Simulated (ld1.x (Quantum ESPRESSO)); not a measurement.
An all-electron radial function and its pseudo partner (Si)

Columns: radius, all-electron u(r) and pseudo u(r) of the 3p shell (level -4.08 eV) of silicon in the configuration [Ne] 3s2 3p2; PBE, scalar-relativistic, TM semilocal scheme, ld1.x (Quantum ESPRESSO) 7.5.

```csv
r (bohr),all-electron,pseudo
0.085,0.0807,-0.0044
0.170,0.1867,-0.0170
0.255,0.2469,-0.0370
0.340,0.2573,-0.0625
0.425,0.2294,-0.0916
0.510,0.1762,-0.1223
0.595,0.1084,-0.1530
0.680,0.0336,-0.1829
0.765,-0.0431,-0.2120
0.850,-0.1181,-0.2411
0.935,-0.1893,-0.2715
1.020,-0.2554,-0.3044
1.105,-0.3157,-0.3406
1.190,-0.3699,-0.3800
1.275,-0.4183,-0.4211
1.360,-0.4609,-0.4613
1.445,-0.4980,-0.4980
1.530,-0.5296,-0.5296
1.615,-0.5560,-0.5560
1.700,-0.5775,-0.5775
1.785,-0.5944,-0.5944
1.870,-0.6071,-0.6071
1.955,-0.6160,-0.6160
2.040,-0.6215,-0.6215
2.125,-0.6238,-0.6238
2.210,-0.6235,-0.6235
```

Task: How many radial nodes do the two functions have?

Result: The all-electron 3p function has n − l − 1 = 1; the pseudo-wave has 0, since the states of the same l below it are removed with the core.

Task: At about which radius was the pseudo-wave matched?

Result: 1.50 bohr. The columns agree to 0.0005 from 1.36 bohr on; several derivatives are matched, so the curves merge somewhat inside the radius.

Task: Is the pseudo-wave norm-conserving?

Result: Yes: the TM semilocal scheme keeps the norm inside the radius equal to the all-electron one, which fixes the energy derivative of the logarithmic derivative at the level.
